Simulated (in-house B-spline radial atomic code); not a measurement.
## Ionising the arsenic ion As³⁺ with different functionals

Computed with a B-spline radial code for spherical atoms: scalar-relativistic (spin-free X2C) Hamiltonian, Fermi nucleus of rms radius 4.0968 fm, spin-polarised at highest spin, spherical fractional occupations for the functionals, and exact exchange of hybrids averaged over the configuration. The ionisation energy is the difference of two self-consistent energies, [Ar] 3d10 4s2 → [Ar] 3d10 4s1, without Breit or QED terms; ε is the level of the shell that loses the electron (its least bound occupied spin orbital). There is no spin-orbit coupling in this Hamiltonian.

```csv
method,rung,ΔSCF (eV),-ε(4s) (eV)
PBE0,global hybrid,49.82,45.57
B3LYP,global hybrid,?,?
TPSSh,global hybrid,49.72,44.80
BHandHLYP,global hybrid,49.75,46.81
r2SCAN0,global hybrid,49.55,45.83
B97-1,global hybrid,50.15,45.31
HSE06,range-separated hybrid,49.90,45.30
wB97X,range-separated hybrid,?,?
CAM-B3LYP,range-separated hybrid,50.30,47.35
LC-wPBE,range-separated hybrid,49.91,48.72
```

Task: What does B3LYP give?

Result: ΔSCF 50.32 eV, and -ε(4s) = 45.62 eV.

Task: What does wB97X give?

Result: ΔSCF 49.97 eV, and -ε(4s) = 48.38 eV.

Task: Among the functionals, which spreads more, the ΔSCF values or the orbital energies?

Result: The orbital energies: ΔSCF values span about 0.76 eV and the orbital energies 3.92 eV; here energy differences depend much less on the functional than eigenvalues do.

Task: How do they compare with the NIST value?

Result: NIST lists 50.15 eV ± 0.06 (measured, ground level to ground level). Errors run from -0.60 to +0.17 eV; B97-1 is closest (-0.00 eV), but part of that can be cancellation, since the calculations leave out Breit-QED terms.
